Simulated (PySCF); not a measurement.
**How methods differ on the electron affinity of Sb**

Sb⁻ [Kr] 4d10 5s2 5p4 (3P) → Sb [Kr] 4d10 5s2 5p3 (4S), as a difference of total energies. Calculation: PySCF 2.14, in aug-cc-pV5Z-PP with ECP28MDF; a scalar-relativistic core potential. Correlated levels: valence: 4s2 4p6 4d10 frozen. The calculations carry no spin-orbit coupling.

Order these methods by the electron affinity they give, lowest first.
A. r2SCAN
B. BP86
C. PBE0
D. LDA

C (0.897 eV), A (0.923 eV), B (1.153 eV), D (1.189 eV).

The reference lies between the lowest fine-structure levels, while these numbers refer to the centres of the terms.

A negative affinity means that the anion lies above the atom at that level of theory.

In the anion the highest occupied orbital energy is positive at LDA, PBE, PBE0, r2SCAN, BP86, HSE06, M06, a self-interaction effect; the basis confines that electron, and the energy difference can still be sensible.

For comparison: 1.047 eV (measured; photodetachment measurements, as compiled on the Wikipedia data page of electron affinities).
